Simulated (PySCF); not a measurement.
Electron correlation in Sb⁺ (antimony, charge +1)

[Kr] 4d10 5s2 5p2, high-spin 3P determinant. All numbers are calculated (PySCF 2.14, the spin-free X2C one-electron Hamiltonian (Gaussian nucleus), in x2c-SVPall (6s5p3d, 36 functions)). Frozen: [Kr] 4d10; 4 electrons correlated.

MP2 pair energies summed by pair of shells (mhartree):

```
 pair  energy  share (%)
5s-5p  -20.21       59.4
5s-5s  -10.35       30.4
5p-5p   -3.45       10.2
```

Total MP2 correlation energy: -34.01 mhartree.

Same-spin part -5.77 and opposite-spin part -28.24 mhartree; SCS-MP2 scales them by 1/3 and 6/5 to -35.81 mhartree.

```json
{"level": "CCSD", "correlation energy (mhartree)": "-47.81"}
{"level": "(T)", "correlation energy (mhartree)": "-0.48"}
{"level": "CCSD(T)", "correlation energy (mhartree)": "-48.29"}
```

Diagnostics: T1 = 0.0068, D1 = 0.0186, largest double amplitude 0.097.

Cost of the coupled-cluster step: 0.1 s of wall time on 1 thread of Neoverse-V1 (shared host), for 4 correlated electrons.

Iterations:

```
CC2 = 0
CCSD nocc = (np.int64(3), np.int64(1)), nmo = (13, 13)
frozen orbitals [[0, 1, 2, 3, 4, 5, 6, 7, 8, 9, 10, 11, 12, 13, 14, 15, 16, 17, 18, 19, 20, 21, 22], [0, 1, 2, 3, 4, 5, 6, 7, 8, 9, 10, 11, 12, 13, 14, 15, 16, 17, 18, 19, 20, 21, 22]]
max_cycle = 100
direct = 0
conv_tol = 1e-08
conv_tol_normt = 1e-06
diis_space = 8
diis_start_cycle = 0
Init t2, MP2 energy = -0.0340124041589586
Init E_corr(UCCSD) = -0.0340124041857457
cycle = 1  E_corr(UCCSD) = -0.0435006844999174  dE = -0.00948828031  norm(t1,t2) = 0.0459117
cycle = 2  E_corr(UCCSD) = -0.0462914577894905  dE = -0.00279077329  norm(t1,t2) = 0.0167187
cycle = 3  E_corr(UCCSD) = -0.0478108752265085  dE = -0.00151941744  norm(t1,t2) = 0.00713244
cycle = 4  E_corr(UCCSD) = -0.0478013250164051  dE = 9.5502101e-06  norm(t1,t2) = 0.0011861
cycle = 5  E_corr(UCCSD) = -0.0478108214191977  dE = -9.49640279e-06  norm(t1,t2) = 0.00014953
cycle = 6  E_corr(UCCSD) = -0.0478078401411952  dE = 2.981278e-06  norm(t1,t2) = 2.09581e-05
cycle = 7  E_corr(UCCSD) = -0.0478088054817262  dE = -9.65340531e-07  norm(t1,t2) = 3.67302e-06
cycle = 8  E_corr(UCCSD) = -0.0478085735429951  dE = 2.31938731e-07  norm(t1,t2) = 8.45166e-07
cycle = 9  E_corr(UCCSD) = -0.0478086179174082  dE = -4.43744131e-08  norm(t1,t2) = 1.76646e-07
cycle = 10  E_corr(UCCSD) = -0.0478086109179088  dE = 6.99949938e-09  norm(t1,t2) = 3.42537e-08
UCCSD converged
E(UCCSD) = -6476.98868627299  E_corr = -0.04780861091790882
UCCSD(T) correction = -0.000476879538974791
```
